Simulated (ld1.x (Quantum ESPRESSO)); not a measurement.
# Logarithmic derivatives: Sm, TM

| Item | Value |
| --- | --- |
| Element | Sm (Z = 62) |
| Generator | ld1.x (Quantum ESPRESSO) 7.5 |
| Type | norm-conserving Troullier–Martins (Kleinman–Bylander form) |
| Functional | PBEsol |
| Relativity | non-relativistic |
| Frozen core | [Kr] 4d10 5s2 |
| Valence charge | 14 |
| Reference configuration | 4f6 5p6 5d0 6s2 6p0 |
| Partial waves | 5p (bound): rc 2.45 bohr; 5d (bound, empty): rc 3.65 bohr; 4f (bound): rc 1.40 bohr; 6s (bound): rc 3.90 bohr |
| Local potential | the s channel |
| Core correction | none |

The phase is arctan(r·u′/u) with u = r·R(r), unwrapped; energies in Ry, scanned from -4 to 5 Ry. A pole is an energy at which the radial function vanishes at the test radius. The pseudo phase is shifted by a multiple of π to meet the all-electron one at the reference energy, and phase errors are pseudo minus all-electron; the curves can meet again beyond the range given. Levels narrower than the energy grid can be missing from the lists of poles. n/a: not evaluated, since a narrow level or a reset projector energy made the automatic matching unsafe.

```csv
channel,radius (bohr),reference energy (Ry),"poles, all-electron","poles, pseudo",unbroken range about the reference energy with phases within 0.05 rad,phase error 1 Ry above the reference energy (rad)
s,4.23,-0.25,"0.56, 4.03","0.51, 2.57",n/a,n/a
p,4.23,-1.67,"-1.65, 1.12, 4.74","-1.65, 1.73",below -0.4,+0.021
d,4.23,-0.17,"0.02, 2.33","0.03, 2.98",below 0.5,+0.296
f,4.23,-0.42,"-0.42, 1.62, 4.30","-0.42, 2.41",below 0.2,+0.345
```

Phases in the s channel:

| E (Ry) | all-electron | pseudo |
| --- | --- | --- |
| -4.00 | 1.444 | -1.697 |
| -3.76 | 1.440 | -1.702 |
| -3.52 | 1.434 | -1.707 |
| -3.28 | 1.428 | -1.712 |
| -3.04 | 1.420 | -1.719 |
| -2.80 | -1.678 | -1.727 |
| -2.56 | -1.732 | -1.736 |
| -2.32 | -1.744 | -1.746 |
| -2.08 | -1.757 | -1.759 |
| -1.84 | -1.774 | -1.775 |
| -1.60 | -1.795 | -1.797 |
| -1.36 | -1.824 | -1.826 |
| -1.12 | -1.867 | -1.870 |
| -0.88 | -1.941 | -1.944 |
| -0.64 | -2.094 | -2.098 |
| -0.40 | -2.581 | -2.583 |
| -0.16 | -3.916 | -3.917 |
| 0.08 | -4.456 | -4.462 |
| 0.32 | -4.625 | -4.636 |
| 0.56 | -4.713 | -4.730 |
| 0.80 | -4.774 | -4.806 |
| 1.04 | -4.830 | -4.894 |
| 1.28 | -4.895 | -5.061 |
| 1.52 | -4.992 | -5.786 |
| 1.76 | -5.187 | -7.366 |
| 2.00 | -5.811 | -7.670 |
| 2.24 | -7.054 | -7.775 |
| 2.48 | -7.491 | -7.836 |
| 2.72 | -7.642 | -7.884 |
| 2.96 | -7.717 | -7.934 |
| 3.20 | -7.764 | -8.001 |
| 3.44 | -7.797 | -8.133 |
| 3.68 | -7.823 | -8.664 |
| 3.92 | -7.845 | -10.397 |
| 4.16 | -7.864 | -10.759 |
| 4.40 | -7.883 | -10.865 |
| 4.64 | -7.902 | -10.918 |
| 4.88 | -7.923 | -10.953 |
